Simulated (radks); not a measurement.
Problem. Hg3+, 77 electrons, occupied as [Xe] 4f14 5d(3/2: 4, 5/2: 4) 6s1 (not the ground configuration). Calculated with a radial shooting solver on a logarithmic mesh with Libxc functionals: Dirac Kohn-Sham, relativistic LDA (MacDonald-Vosko exchange, VWN5 correlation), spin-unpolarised, spherical densities, finite nucleus; Fermi nuclear charge, rms radius 5.4648 fm. Some entries of the table are withheld. Estimate them.

| orbital | occ. | eigenvalue (eV) | <r> (bohr) | <r^2> (bohr^2) |
|---|---|---|---|---|
| 1s1/2 | 2 | -82435.49 | 0.01667 | 0.0003845 |
| 2s1/2 | 2 | -14648.85 | 0.06955 | 0.005787 |
| 2p1/2 | 2 | -14071.78 | (1) | 0.004084 |
| 2p3/2 | 4 | -12150.86 | (2) | 0.005267 |
| 3s1/2 | 2 | (3) | 0.1808 | 0.03752 |
| 3p1/2 | 2 | (4) | 0.1710 | 0.03413 |
| 3p3/2 | 4 | (5) | 0.1868 | 0.04050 |
| 3d3/2 | 4 | -2379.076 | 0.1624 | 0.03095 |
| 3d5/2 | 6 | -2287.243 | 0.1672 | 0.03269 |
| 4s1/2 | 2 | -800.4210 | 0.4004 | 0.1812 |
| 4p1/2 | 2 | (6) | 0.4021 | 0.1842 |
| 4p3/2 | 4 | (7) | 0.4364 | 0.2165 |
| 4d3/2 | 4 | -397.7057 | 0.4430 | 0.2270 |
| 4d5/2 | 6 | -378.3628 | 0.4542 | 0.2384 |
| 5s1/2 | 2 | (8) | 0.9001 | 0.9084 |
| 4f5/2 | 6 | -137.4158 | 0.4787 | 0.2764 |
| 4f7/2 | 8 | -133.2177 | 0.4854 | 0.2841 |
| 5p1/2 | 2 | -117.8176 | 0.9653 | 1.051 |
| 5p3/2 | 4 | -99.1803 | 1.057 | 1.261 |
| 5d3/2 | 4 | -46.9983 | (9) | 2.068 |
| 5d5/2 | 4 | -44.8316 | (10) | 2.202 |
| 6s1/2 | 1 | -36.0150 | 2.185 | 5.326 |

Solution. 
(1) 2p1/2 <r> (bohr): 0.05715
(2) 2p3/2 <r> (bohr): 0.06577
(3) 3s1/2 eigenvalue (eV): -3507.311
(4) 3p1/2 eigenvalue (eV): -3244.438
(5) 3p3/2 eigenvalue (eV): -2818.495
(6) 4p1/2 eigenvalue (eV): -687.1961
(7) 4p3/2 eigenvalue (eV): -584.0327
(8) 5s1/2 eigenvalue (eV): -155.6707
(9) 5d3/2 <r> (bohr): 1.339
(10) 5d5/2 <r> (bohr): 1.381
